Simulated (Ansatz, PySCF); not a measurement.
In(F)(Br)(vinyl) (C2H3BrFIn), SMILES C=[CH][In]([F])[Br]. Atoms are numbered in the order given.

```xyz
8

In     0.4436    -0.5811     0.0000
F      2.4023    -0.4269     0.0000
Br    -0.6897     1.6444     0.0000
C     -0.6268    -2.4268     0.0000
C     -1.9642    -2.4344     0.0000
H     -0.0579    -3.3628     0.0000
H     -2.5302    -3.3748     0.0000
H     -2.5603    -1.5152     0.0000
```

The structure is a stationary point at B3LYP-D3(BJ)/def2-SVP. The structure was generated by enumeration; whether it is a known compound was not checked. The def2 effective core potentials stand for the cores of In; spin–orbit coupling is left out. One conformer was computed; it need not be the lowest.

Two levels are set side by side: PBE-D3(BJ)/def2-SVP (Ansatz, an electronic-structure program) and B3LYP-D3(BJ)/def2-SVP (Ansatz). Each level has its own optimised geometry; the coordinates shown are those of the second. Frequencies come from the Hessian of PySCF at each geometry. Differences are taken from unrounded values.

```json
[
 {"quantity": "mean bond length (Å)", "B3LYP-D3(BJ)": "1.603", "PBE-D3(BJ)": "1.611", "PBE-D3(BJ) minus B3LYP-D3(BJ)": "0.008"},
 {"quantity": "bond In1–F2 (Å)", "B3LYP-D3(BJ)": "1.965", "PBE-D3(BJ)": "1.977", "PBE-D3(BJ) minus B3LYP-D3(BJ)": "0.013"},
 {"quantity": "bond In1–Br3 (Å)", "B3LYP-D3(BJ)": "2.498", "PBE-D3(BJ)": "2.502", "PBE-D3(BJ) minus B3LYP-D3(BJ)": "0.005"},
 {"quantity": "bond In1–C4 (Å)", "B3LYP-D3(BJ)": "2.134", "PBE-D3(BJ)": "2.139", "PBE-D3(BJ) minus B3LYP-D3(BJ)": "0.005"},
 {"quantity": "bond C4–C5 (Å)", "B3LYP-D3(BJ)": "1.338", "PBE-D3(BJ)": "1.345", "PBE-D3(BJ) minus B3LYP-D3(BJ)": "0.007"},
 {"quantity": "bond C4–H6 (Å)", "B3LYP-D3(BJ)": "1.095", "PBE-D3(BJ)": "1.103", "PBE-D3(BJ) minus B3LYP-D3(BJ)": "0.008"},
 {"quantity": "bond C5–H7 (Å)", "B3LYP-D3(BJ)": "1.098", "PBE-D3(BJ)": "1.106", "PBE-D3(BJ) minus B3LYP-D3(BJ)": "0.008"},
 {"quantity": "bond C5–H8 (Å)", "B3LYP-D3(BJ)": "1.096", "PBE-D3(BJ)": "1.104", "PBE-D3(BJ) minus B3LYP-D3(BJ)": "0.008"},
 {"quantity": "highest harmonic wavenumber (cm⁻¹)", "B3LYP-D3(BJ)": "3201", "PBE-D3(BJ)": "3137", "PBE-D3(BJ) minus B3LYP-D3(BJ)": "-64"},
 {"quantity": "mean harmonic wavenumber (cm⁻¹)", "B3LYP-D3(BJ)": "1068", "PBE-D3(BJ)": "1038", "PBE-D3(BJ) minus B3LYP-D3(BJ)": "-30"},
 {"quantity": "zero-point energy (kcal/mol)", "B3LYP-D3(BJ)": "27.49", "PBE-D3(BJ)": "26.72", "PBE-D3(BJ) minus B3LYP-D3(BJ)": "-0.77"}
]
```

Exact exchange shortens and stiffens bonds; PBE has none. Differences between two approximate levels are no errors against the true value.
